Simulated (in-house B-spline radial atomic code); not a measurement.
Ionisation energies along the 17-electron series, configuration [Ne] 3s2 3p5, as differences of self-consistent energies. NIST's values go from ground level to ground level; the uncertainty of those that are theory runs from under 0.1 % in few-electron ions to several per cent in heavy many-electron ones. Computed with a radial B-spline atomic code at the basis-set limit: non-relativistic Hartree-Fock, average of the configuration, point nuclei.

| ion | configuration after | ionisation energy (eV) | IE/(q+1)² (eV) | -ε less Coulomb ΔSCF (eV) | tabulated value (eV) | tabulated kind | computed minus tabulated (eV) |
| --- | --- | --- | --- | --- | --- | --- | --- |
| Cl | [Ne] 3s2 3p4 | 12.67 | 12.67 | 1.1099 | 12.96763 | measured | -0.30 |
| Ar+ | [Ne] 3s2 3p4 | 27.42 | 6.8545 | 1.0269 | 27.62967 | measured | -0.21 |
| K2+ | [Ne] 3s2 3p4 | 45.59 | 5.0652 | 0.97956 | 45.8031 | semi-empirical | -0.22 |
| Ca3+ | [Ne] 3s2 3p4 | 67.04 | 4.1902 | 0.94945 | 67.2732 | semi-empirical | -0.23 |
| Sc4+ | [Ne] 3s2 3p4 | 91.71 | 3.6684 | 0.92919 | 91.95 | semi-empirical | -0.24 |
| Ti5+ | [Ne] 3s2 3p4 | 119.54 | 3.3206 | 0.91507 | 119.533 | semi-empirical | 0.01 |

How far is this level of theory from the measured and semi-empirical values?

Over those 6 rows the differences run from -0.298 to +0.00906 eV (mean absolute value 0.2 eV). The calculation leaves out relativity, correlation and, in open shells, the multiplet splittings that an average leaves out.
